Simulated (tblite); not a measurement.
C3H9F3OSi2.
Numbering: `[F:1][CH:2]([F:3])[O:4][C@@H:5]([SiH3:6])[C@H:7]([F:8])[SiH3:9]` (hydrogens: H10 on C2; H11 on C5; H12, H13, H14 on Si6; H15 on C7; H16, H17, H18 on Si9)

Geometry (GFN2-xTB, Å), atoms numbered from 1 in this order:
```xyz
18
C3H9F3OSi2 angstrom
F     -2.605   -1.661   -0.107
C     -1.271   -1.697   -0.390
F     -0.874   -2.950   -0.116
O     -0.589   -0.844    0.396
C     -0.601    0.533   -0.044
Si    -0.444    1.500    1.603
C      0.499    0.763   -1.057
F      0.009    0.499   -2.344
Si     2.007   -0.405   -0.780
H     -1.169   -1.524   -1.476
H     -1.572    0.747   -0.506
H      0.720    0.989    2.318
H     -1.677    1.268    2.349
H     -0.287    2.917    1.265
H      0.769    1.823   -1.080
H      3.056    0.117   -1.656
H      2.385   -0.317    0.626
H      1.636   -1.752   -1.199
```

All values are computed: GFN2-xTB (tblite) harmonic vibrations without scaling, gas phase. This tight-binding method is rough: wavenumbers can miss measured ones by several per cent, in bad cases by 10 to 20. Modes of hydrogen on silicon can be 10 to 20 % off. One conformer, not necessarily the lowest.

Harmonic wavenumbers (cm⁻¹): 41.5, 58.2, 61.4, 93.2, 117.4, 135.1, 143.6, 155.8, 260.1, 294.6, 349.4, 418.2, 447.7, 501.8, 533.5, 550.1, 564.7, 593.8, 633.2, 720.6, 740.3, 745.8, 760.7, 769.0, 791.3, 801.1, 821.0, 962.2, 970.9, 977.8, 1077.4, 1080.5, 1138.6, 1167.6, 1205.9, 1274.6, 1288.7, 1294.0, 1318.2, 2262.7, 2282.7, 2309.3, 2310.1, 2319.5, 2329.2, 2890.4, 2899.9, 2930.4.

A = 1138, B = 897.9, C = 674.4 MHz; mass 174.014 u (most abundant isotopes); point group C1, symmetry number 1.

Question: What is the zero-point energy?

Answer: Half the sum of the wavenumbers: 24197 cm⁻¹ = 289.46 kJ/mol.

Question: What is S at 298.15 K and 1 bar for an ideal gas of classical rigid rotors and harmonic oscillators?

Answer: Translation 173.20, rotation 127.71, vibration 170.70: S = 471.6 J/(mol K).

Question: And Cp and H(298.15 K) − H(0)?

Answer: Cp = 195.57 J/(mol K), of which vibrations give 162.31 (their classical limit is 48 R = 399.1); H(298.15 K) − H(0) = 35.64 kJ/mol without the zero-point energy, 25.72 from vibrations.

Question: What must be added to the electronic energy to get the Gibbs energy at 298.15 K and 1 bar?

Answer: ZPE + [H(298.15 K) − H(0)] − T·S = 289.46 + 35.64 − 140.61 = 184.49 kJ/mol.

Question: Blend soft modes into free rotors: weight 1/[1 + (100 cm⁻¹/ν̃)⁴] for the oscillator and the rest for a rotor with moment μB/(μ + B), μ = h/(8π²ν), B = 10⁻⁴⁴ kg m². What vibrational entropy results?

Answer: 153.86 J/(mol K) in place of 170.70, which changes −T·S at 298.15 K by +5.02 kJ/mol.

Question: How do the functions run with temperature in this model?

Answer: 
| T (K) | S (J/(mol K)) | Cp (J/(mol K)) | H − H(0) (kJ/mol) | G − H(0) (kJ/mol) | ln q(vib) |
| --- | --- | --- | --- | --- | --- |
| 50 | 264.0 | 69.3 | 2.41 | -10.79 | 0.91 |
| 100 | 321.4 | 97.3 | 6.63 | -25.51 | 2.86 |
| 373.15 | 519.0 | 227.4 | 51.53 | -142.15 | 12.73 |
| 500 | 591.8 | 269.3 | 83.18 | -212.69 | 16.90 |
| 750 | 712.1 | 323.1 | 157.84 | -376.23 | 24.45 |
| 1000 | 809.9 | 355.8 | 243.02 | -566.87 | 31.15 |

q(vib) and H(0) count from the zero-point level.

Question: Which modes carry the vibrational entropy at 298.15 K?

Answer: 41.5 cm⁻¹: 21.70; 58.2 cm⁻¹: 18.90; 61.4 cm⁻¹: 18.46; 93.2 cm⁻¹: 15.03; 117.4 cm⁻¹: 13.15; 135.1 cm⁻¹: 12.02 J/(mol K); the other 42 give 71.45 together.

Hindered rotation and anharmonicity are outside this model. Other conformers, if any are populated, would add a mixing term that is left out. The structure is chiral; the term R ln 2 for an equal mix with its mirror image is left out.
